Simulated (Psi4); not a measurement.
Psi4 input (wB97X-D/6-311+G**):

```
memory 1500 MB

molecule {
0 2
C    -0.55248586    1.40040833   -0.53782509
C    -0.40434339   -0.11930474   -0.32460386
C    -1.71299460   -0.72503629    0.18494553
C     0.72791941   -0.45537738    0.59088577
N     2.02834454   -0.20231928    0.14592625
H     0.38387242    1.83811911   -0.88521767
H    -0.82380145    1.89040471    0.40055380
H    -1.33149782    1.61966513   -1.27283730
H    -0.18544736   -0.56381516   -1.30672648
H    -1.63735214   -1.80937614    0.27681394
H    -2.54077600   -0.49205554   -0.48758116
H    -1.96270101   -0.32111035    1.16985199
H     0.58287662   -0.34778507    1.66049038
H     2.20603127   -0.47038234   -0.81294626
H     2.76181029   -0.53156906    0.75570083
symmetry c1
no_reorient
no_com
}

set {
  basis 6-311+G**
  reference uks
  scf_type df
  df_basis_scf def2-universal-jkfit
  dft_radial_points 99
  dft_spherical_points 590
  e_convergence 1e-8
  d_convergence 1e-7
  maxiter 150
}

e = energy('wb97x-d')
print_out(f'\nFINAL {e:.10f} DIPOLE {variable("CURRENT DIPOLE")[0]:.6f} {variable("CURRENT DIPOLE")[1]:.6f} {variable("CURRENT DIPOLE")[2]:.6f}\n')
```

From the output:

```
     117A      2.144597   118A      2.158187   119A      2.175316
     120A      2.213136   121A      2.225439   122A      2.241450
     123A      2.311305   124A      2.385012   125A      2.429110
     126A      2.477049   127A      2.509051   128A      2.577474
     129A      2.595263   130A      2.597449   131A      2.602735
     132A      2.628166   133A      2.644773   134A      2.661566
     135A      2.674510   136A      2.696623   137A      2.723369
     138A      2.744748   139A      2.764746   140A      2.771056
     141A      2.799897   142A      2.815527   143A      2.835967
     144A      2.875172   145A      2.943643   146A      2.961726
     147A      3.021942   148A      3.034372   149A      3.070488
     150A      3.122319   151A      3.217605   152A      3.243815
     153A      3.321610   154A      3.573272   155A      3.707897
     156A      3.888906   157A      3.908562   158A      3.939589
     159A      3.948592   160A      4.102902   161A      4.154534
     162A      4.344887   163A      4.415694   164A      4.862033
     165A      5.020930   166A     23.960381   167A     23.986913
     168A     24.110097   169A     24.113184   170A     35.745279

    Final Occupation by Irrep:
              A
    DOCC [    20 ]
    SOCC [     1 ]
    NA   [    21 ]
    NB   [    20 ]

  @DF-UKS Final Energy:  -213.14287618609239

   => Energetics <=

    Nuclear Repulsion Energy =            184.1144511630106990
    One-Electron Energy =                -650.7504362503341326
    Two-Electron Energy =                 275.5132704651002769
    DFT Exchange-Correlation Energy =     -22.0128438417657470
    Empirical Dispersion Energy =          -0.0073177221035303
    VV10 Nonlocal Energy =                  0.0000000000000000
    Total Energy =                       -213.1428761860924226

  UHF NO Occupations:
  HONO-2 :   19  A 1.9995087
  HONO-1 :   20  A 1.9988673
  HONO-0 :   21  A 1.0000000
  LUNO+0 :   22  A 0.0011327
  LUNO+1 :   23  A 0.0004913
  LUNO+2 :   24  A 0.0002147
  LUNO+3 :   25  A 0.0001106

Computation Completed

Properties will be evaluated at   0.000000,   0.000000,   0.000000 [a0]

Properties computed using the SCF density matrix

 Multipole Moments:

 ------------------------------------------------------------------------------------
     Multipole            Electronic (a.u.)      Nuclear  (a.u.)        Total (a.u.)
 ------------------------------------------------------------------------------------

 L = 1.  Multiply by 2.5417464519 to convert [e a0] to [Debye]
 Dipole X            :          0.3261191           -0.0000001            0.3261190
 Dipole Y            :         -0.2067602           -0.0000003           -0.2067605
 Dipole Z            :         -0.1291044           -0.0000002           -0.1291045
 Magnitude           :                                                    0.4071505

 ------------------------------------------------------------------------------------

FINAL -213.1428761861 DIPOLE 0.326119 -0.206761 -0.129105

*** Psi4 exiting successfully. Buy a developer a beer!
```

The geometry given is a B3LYP-D3(BJ)/def2-TZVP minimum.
